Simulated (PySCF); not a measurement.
The same groups moved round the core (benzothiophene silyl+ethynyl). All species are isolated molecules in the gas phase. Strings in code marks are SMILES.

All values below come from PBE-D3(BJ)/def2-TZVP // PBE-D3(BJ)/def2-SVP run with PySCF. All candidates: neutral, multiplicity 1. Excitations are Tamm–Dancoff values on a coarser integration grid. The basis has no diffuse functions, so Rydberg states are missing or too high.

- S1 excitation (TDA) = 3.77 eV
- LUMO = -2.57 eV
- brightest of the four lowest singlets (TDA) = 4.11 eV

### Question
Identify which member has these values.
(A) `C#Cc1cc2ccc([SiH3])cc2s1`
(B) `C#Cc1cc([SiH3])cc2sccc12`
(C) `C#Cc1cc2cc([SiH3])ccc2s1`
(D) `C#Cc1cc2c([SiH3])cccc2s1`

### Answer
A, `C#Cc1cc2ccc([SiH3])cc2s1`. The others give `C#Cc1cc([SiH3])cc2sccc12`: 3.82 eV, -2.41 eV, 4.61 eV; `C#Cc1cc2cc([SiH3])ccc2s1`: 3.80 eV, -2.49 eV, 4.48 eV; `C#Cc1cc2c([SiH3])cccc2s1`: 3.79 eV, -2.57 eV, 4.50 eV
